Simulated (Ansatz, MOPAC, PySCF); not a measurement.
Dimer: HCl (SMILES Cl) (first 2 atoms) with CH2O (SMILES C=O); geometry from B3LYP-D3(BJ)/def2-TZVP, rigid monomers moved along the line of their centres of mass till H2···O4 is 2.13 Å.
(charge 0, multiplicity 1):
```xyz
6

Cl    -0.15234    -0.05621     0.44347
H      0.14962     0.49239     1.58776
C     -0.32713     0.05263     4.27469
O      0.29119     0.89685     3.67844
H     -0.39211     0.06199     5.37555
H     -0.85225    -0.76204     3.74683
```

Interaction energies are E(AB) − E(A) − E(B) at the monomers' geometry in the complex; basis-set methods are counterpoise corrected. Rows marked so take none.

Correlated levels freeze the cores. CBS: X⁻³ extrapolation of the correlation energy, Hartree–Fock from the larger set. Rows in 6-311+G**, 6-31G* carry no dispersion term and start afresh at each structure (6-31G* with six Cartesian d functions). The state that PM7 reach isn't checked; PM7 holds dispersion and hydrogen-bond terms.

Run with Ansatz (Gaussian orbitals); MOPAC for PM7 (differences of heats of formation); PySCF for 6-311+G** rows, 6-31G* rows, the dispersion terms. Values without a source in brackets are computed.

| level | interaction energy (kcal/mol) |
|---|---|
| PM7 | -4.89 |
| HF/aug-cc-pV(D+d)Z | -3.73 |
| PBE/def2-TZVPPD | -4.88 |
| B3LYP/6-31G* (no counterpoise) | -5.99 |
| B3LYP/6-311+G** (no counterpoise) | -4.77 |
| PBE0-D4/def2-TZVPPD | … |
| MP2/aug-cc-pV(T+d)Z | -5.13 |
| CCSD/aug-cc-pV(D+d)Z | … |
| CCSD(T)/CBS(aug-cc-pV(D+d)Z, aug-cc-pV(T+d)Z) | -5.04 |

Task: Fill in the missing entries.

Result: 
- PBE0-D4/def2-TZVPPD, interaction energy (kcal/mol): -5.42
- CCSD/aug-cc-pV(D+d)Z, interaction energy (kcal/mol): -4.35

Ansatz is a first-principles code.
